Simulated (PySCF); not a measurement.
Compound: [TcO4]- (charge -1 and singlet state).
Structure used (PBE0-D3(BJ)/def2-SVP), in Å, numbered top down from 1:
```
atom  x, y, z in Å
Tc1    0.014   -0.022   -0.012
O2     0.029   -0.042    1.686
O3     1.611   -0.041   -0.590
O4    -0.768    1.384   -0.557
O5    -0.811   -1.390   -0.589
```

Computed, not measured: PBE0-D3(BJ)/def2-SVP geometry optimisation, gas phase, def2 core potentials past Kr in PySCF.

Take the most abundant isotopes and a rigid rotor. 

Question: What are A, B and C (MHz)?

Answer: Ia = 123.03, Ib = 123.04, Ic = 123.16 u·Å²; 505379 MHz·u·Å²/I gives A = 4108, B = 4107, C = 4103 MHz.

Question: Classify the top.

Answer: A spherical top, as the point group Td requires three equal moments; the computed ones differ by 0.11 % because the geometry is symmetric only within the optimiser's tolerance.

The point group Td allows no dipole (computed: 0.00 D (about the centre of mass, as the species is charged)), so a rigid rotor has no electric-dipole lines.

Question: Estimate the classical rotational partition function at 25 K, 50 K and 298.15 K.

Answer: Point group Td, symmetry number σ = 12; q = (√π/σ)·√((kT/h)³/(ABC)), k/h = 20836.6 MHz/K: 211 at 25 K, 597 at 50 K, 8690 at 298.15 K.

PBE0-D3(BJ)/def2-SVP frequencies: not computed here. The geometry's basis has no diffuse functions, a weakness for an anion. These are rigid-rotor constants of the computed structure; measured ground-state constants (B0) also hold zero-point vibration.

Hardware: an Arm Neoverse V1 with one thread, no GPU, shared host. Cost: 21 s of wall time, 0.34 GiB resident at most. That covers the optimisation of the geometry.
